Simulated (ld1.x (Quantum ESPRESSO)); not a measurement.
Configuration tests for Co (Z = 27) (TM)

Co (Z = 27), norm-conserving Troullier–Martins (Kleinman–Bylander form), made with ld1.x (Quantum ESPRESSO) 7.5 (PBE, scalar-relativistic). Core [Ne] 3s2, reference 3p6 3d7 4s1.5 4p0 (charge +0.5). Waves: 4s (bound): rc 2.30 bohr; 3p (bound): rc 0.90 bohr; 3d (bound): rc 1.60 bohr; 4f channel at -0.05 Ry: rc 2.35 bohr. Local part: all-electron potential smoothed inside 0.70 bohr (lloc = -1). Core correction: none.

Energies are relative to the spin-unpolarised reference configuration 3p6 3d7 4s1.5 4p0; without spin polarisation the order of configurations can differ from experiment.

```
valence configuration  charge  ΔE all-electron (eV)  error AE − PS (meV)
      3p6 3d7 4s1 4p0      +1                 5.428                 -0.6
      3p6 3d7 4s0 4p0      +2                22.213                 -7.8
      3p6 3d7 4s0 4p1      +1                10.796                 +9.0
      3p5 3d7 4s2 4p0      +1                69.921                 -257
  3p6 3d7.5 4s1.5 4p0       0                -4.563                 +0.6
```

Problem. What are ΔE and the potential's error for 3p6 3d6 4s0 4p0?

Solution. ΔE = 58.083 eV all-electron; the error (AE − PS) is +75 meV.

Problem. What are ΔE and the potential's error for 3p6 3d7 4s2 4p0?

Solution. ΔE = -3.602 eV all-electron; the error (AE − PS) is +0.5 meV.

These tests converged, but a pseudo level misses the all-electron one widely, so the file describes the atom poorly there or has found another state: 3p6 3d6 4s0 4p0: empty 4s by 3.6 eV. ld1.x printed “convergence not achieved” for 3 of the counted tests; their residual had stalled under 1e-8, short of the target of 1e-14.

Note: ghost state, extra bound levels that the all-electron valence spectrum of the same l lacks: s at -358.6 eV. A true bound ghost makes a file unfit for plane-wave use.
